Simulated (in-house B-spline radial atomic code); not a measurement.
Configurations of Yb VIII (Yb7+), with energies counted from [Kr] 4d10 (4f5/2)6 (4f7/2)6 5s2 (5p1/2)2 (5p3/2)1. Computed with an all-electron radial atomic-structure program (B-spline basis): Dirac-Hartree-Fock, average of each configuration as written, Fermi nucleus of rms radius 5.3108 fm. Energies include first-order Breit, QED and recoil terms.

Occupations are held fixed; configurations that lie above the ionisation limit could autoionise.

```csv
configuration,E - E(ref) (eV),highest orbital,its <r> (bohr)
[Kr] 4d10 (4f5/2)4 (4f7/2)8 5s2 (5p1/2)1 (5p3/2)2,10.122,4f7/2,0.6641
[Kr] 4d10 (4f5/2)6 (4f7/2)5 5s2 (5p3/2)3 7s1,94.17,7s1/2,3.765
[Kr] 4d10 (4f5/2)5 (4f7/2)7 5s2 (5p3/2)2 8s1,116.4,8s1/2,5.667
[Kr] 4d10 (4f5/2)5 (4f7/2)6 5s2 (5p3/2)3 9s1,119.33,9s1/2,7.882
[Kr] (4d3/2)4 (4d5/2)5 (4f5/2)6 (4f7/2)7 5s2 (5p1/2)2 (5p3/2)1,186.56,4f7/2,0.6648
[Kr] (4d3/2)3 (4d5/2)6 (4f5/2)4 (4f7/2)8 5s2 (5p3/2)3 (5d5/2)1,243.75,5d5/2,1.548
[Kr] (4d3/2)3 (4d5/2)6 (4f5/2)6 (4f7/2)6 5s2 (5p3/2)3 (8g9/2)1,323.12,8g9/2,10.52
```

Problem. Order these further configurations by energy, lowest first.
A. [Kr] 4d10 (4f5/2)4 (4f7/2)8 5s2 (5p3/2)3
B. [Kr] (4d3/2)4 (4d5/2)5 (4f5/2)5 (4f7/2)7 5s2 (5p3/2)3 (6d3/2)1
C. [Kr] 4d10 (4f5/2)3 (4f7/2)8 5s2 (5p3/2)3 (5d5/2)1
D. [Kr] 4d10 (4f5/2)6 (4f7/2)6 5s2 (5p3/2)3
E. [Kr] (4d3/2)4 (4d5/2)5 (4f5/2)5 (4f7/2)7 5s2 (5p1/2)1 (5p3/2)2 (5g7/2)1

Solution. D (16.765 eV), A (18.629 eV), C (50.301 eV), B (278.82 eV), E (282.98 eV).

Problem. How far above the reference does [Kr] 4d10 (4f5/2)6 (4f7/2)6 5s2 (5p1/2)1 (5p3/2)1 (9d3/2)1 lie?

Solution. 118.29 eV; its least bound orbital is 9d3/2 with <r> = 9.613 bohr.

Problem. How far above the reference does [Kr] 4d10 (4f5/2)5 (4f7/2)7 5s2 (5p3/2)3 lie?

Solution. 18.211 eV; its least bound orbital is 4f7/2 with <r> = 0.6653 bohr.

Problem. How far above the reference does [Kr] 4d10 (4f5/2)6 (4f7/2)5 5s2 (5p1/2)2 (5p3/2)1 6s1 lie?

Solution. 45.45 eV; its least bound orbital is 6s1/2 with <r> = 2.263 bohr.
